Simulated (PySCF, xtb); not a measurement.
Cl4Te. Atoms are numbered in the order given.

```xyz
5

Te     0.0000     0.0000     0.4224
Cl     1.8178     0.0000    -1.0954
Cl     0.0000     2.4721     0.4494
Cl    -1.8178     0.0000    -1.0954
Cl     0.0000    -2.4721     0.4494
```

Geometry optimised at B3LYP-D3(BJ)/def2-SVP. The isomer is the one that the SMILES or the coordinates give; other isomers of the formula were not compared. The def2 effective core potentials stand for the cores of Te; spin–orbit coupling is left out.

Method: PySCF 2.14.0 with IEF-PCM-M06-2X/def2-SVP.

The values are the electrostatic part of the solvation free energy, E(continuum) − E(gas) at the gas-phase geometry, in a cavity of scaled van der Waals radii (PySCF's table); cavitation and dispersion terms are not included. In vacuum the orbital gap is 6.46 eV. The dipole moment in vacuum is 1.19 D.

| solvent | ε | ΔG(elec) (kcal/mol) | dipole (D) | gap (eV) |
|---|---|---|---|---|
| water | 78.36 | -6.6 | 1.72 | 6.75 |
| diethylether | 4.24 | -4.3 | 1.50 | 6.66 |
| 2-propanol | 19.26 | -6.2 | 1.67 | 6.74 |

For comparison, GFN2-xTB/ALPB(water) (xtb, at the GFN2-xTB geometry, all terms of that model) gives -1.4 kcal/mol.
